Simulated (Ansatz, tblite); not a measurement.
Removing and adding an electron: [9]cycloparaphenylene (C₅₄H₃₆). Charge 0, multiplicity 1. Geometry: PBE-D4/def2-SVP. Ansatz, gas phase; energy differences of separate SCF runs; the oxidised species was run as a doublet alone; the reduced species was run as a doublet alone.

```xyz
90

C     0.190    0.227    6.620
C     0.155   -1.167    6.526
C     1.181   -1.883    5.860
C     2.337   -1.151    5.499
C     2.375    0.242    5.599
C     1.255    0.974    6.061
C     1.114    2.395    5.667
C    -0.143    2.849    5.204
C    -0.251    3.976    4.388
C     0.890    4.716    3.995
C     2.109    4.386    4.638
C     2.220    3.251    5.448
C     0.829    5.559    2.775
C    -0.403    5.967    2.207
C    -0.507    6.284    0.850
C     0.619    6.233   -0.007
C     1.879    6.078    0.620
C     1.981    5.739    1.970
C     0.446    6.039   -1.467
C    -0.751    6.355   -2.157
C    -1.066    5.754   -3.381
C    -0.201    4.804   -3.980
C     1.077    4.656   -3.390
C     1.391    5.256   -2.171
C    -0.659    3.794   -4.963
C    -2.021    3.409   -5.013
C    -2.407    2.167   -5.522
C    -1.449    1.233   -5.986
C    -0.129    1.717   -6.154
C     0.253    2.969   -5.666
C    -1.720   -0.225   -5.995
C    -0.856   -1.172   -6.600
C    -0.859   -2.515   -6.207
C    -1.727   -2.983   -5.190
C    -2.722   -2.080   -4.746
C    -2.719   -0.742   -5.136
C    -1.467   -4.210   -4.399
C    -2.437   -4.747   -3.518
C    -2.068   -5.531   -2.423
C    -0.711   -5.840   -2.161
C     0.215   -5.519   -3.184
C    -0.151   -4.715   -4.267
C    -0.272   -6.189   -0.787
C    -1.174   -6.616    0.220
C    -0.868   -6.477    1.577
C     0.362   -5.914    1.998
C     1.337   -5.696    0.997
C     1.027   -5.827   -0.357
C     0.551   -5.283    3.325
C    -0.540   -4.617    3.931
C    -0.338   -3.616    4.884
C     0.965   -3.232    5.283
C     2.033   -4.051    4.840
C     1.832   -5.049    3.882
H    -0.660    0.755    7.080
H    -0.721   -1.706    6.917
H     3.171   -1.663    4.997
H     3.235    0.780    5.173
H    -1.036    2.227    5.365
H    -1.229    4.200    3.939
H     3.009    4.989    4.447
H     3.203    2.988    5.868
H    -1.321    5.944    2.813
H    -1.507    6.460    0.427
H     2.799    6.130    0.018
H     2.974    5.498    2.376
H    -1.483    7.036   -1.698
H    -2.036    5.980   -3.848
H     1.798    3.946   -3.820
H     2.345    4.993   -1.693
H    -2.785    4.042   -4.537
H    -3.468    1.880   -5.465
H     0.647    1.056   -6.569
H     1.309    3.267   -5.748
H    -0.119   -0.841   -7.348
H    -0.125   -3.200   -6.658
H    -3.435   -2.393   -3.970
H    -3.429   -0.057   -4.651
H    -3.496   -4.469   -3.634
H    -2.843   -5.810   -1.695
H     1.268   -5.819   -3.085
H     0.635   -4.379   -4.960
H    -2.165   -7.002   -0.061
H    -1.625   -6.751    2.328
H     2.315   -5.276    1.277
H     1.777   -5.506   -1.094
H    -1.557   -4.781    3.544
H    -1.204   -3.025    5.215
H     3.054   -3.858    5.203
H     2.699   -5.616    3.509
```

The xTB rows come from tblite. Single mean-field runs in def2-SVP are fitted with def2-universal-jkfit.

```
            level  −HOMO (eV)  vertical IE (eV)  −LUMO (eV)  vertical EA (eV)  HOMO–LUMO gap (eV)  IE − EA (eV)
         GFN1-xTB       10.70             11.90        8.64              7.44                2.06          4.46
  PBE-D4/def2-SVP        4.75              5.98        2.75              1.66                1.99          4.32
BHLYP-D4/def2-SVP        5.99              6.53        1.22              0.82                4.77          5.71
```

Problem. Estimate the rows for GFN2-xTB, PBE0-D4/def2-SVP.

Solution. 
```tsv
level	−HOMO (eV)	vertical IE (eV)	−LUMO (eV)	vertical EA (eV)	HOMO–LUMO gap (eV)	IE − EA (eV)
GFN2-xTB	9.65	10.87	7.58	6.38	2.07	4.49
PBE0-D4/def2-SVP	5.49	6.37	2.13	1.37	3.36	5.00
```

 Raw xTB energy differences between charge states are shifted by several eV; the methods need an empirical correction for them. Sets without diffuse functions give affinities that are too small.
